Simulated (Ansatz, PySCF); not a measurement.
Ti(OMe)(H)3 (CH6OTi), SMILES C[O][TiH3], multiplicity 1.

Geometry optimised at PBE-D3(BJ)/def2-SVP. The spin state was assumed, not searched.

Vertical ionisation energy (IE) and electron affinity (EA) in eV. Rows of orbital energies are one-electron estimates. Where ΔSCF, EOM or ADC give a negative EA the extra electron is unbound and the value depends on the basis.

```tsv
level	IE	EA
−ε(HOMO), −ε(LUMO), HF/def2-TZVPD (PySCF)	11.76	-1.05
−ε(HOMO), −ε(LUMO), PBE/def2-TZVPD (PySCF)	6.73	3.31
ΔSCF, PBE0/def2-SVPD (Ansatz), final states of multiplicity 2 and 2	10.27	0.72
ΔSCF, PBE/def2-SVPD (Ansatz), final states of multiplicity 2 and 2	9.85	0.38
```

**Question.** What vertical singlet–triplet gap does ΔSCF give with PBE0/def2-SVPD (Ansatz, a quantum-chemistry and plane-wave program) and with PBE/def2-SVPD (Ansatz)? (The exact figures need the calculation; the answer reports its results.)

**Answer.** 3.04 and 3.12 eV (triplet above singlet where positive).
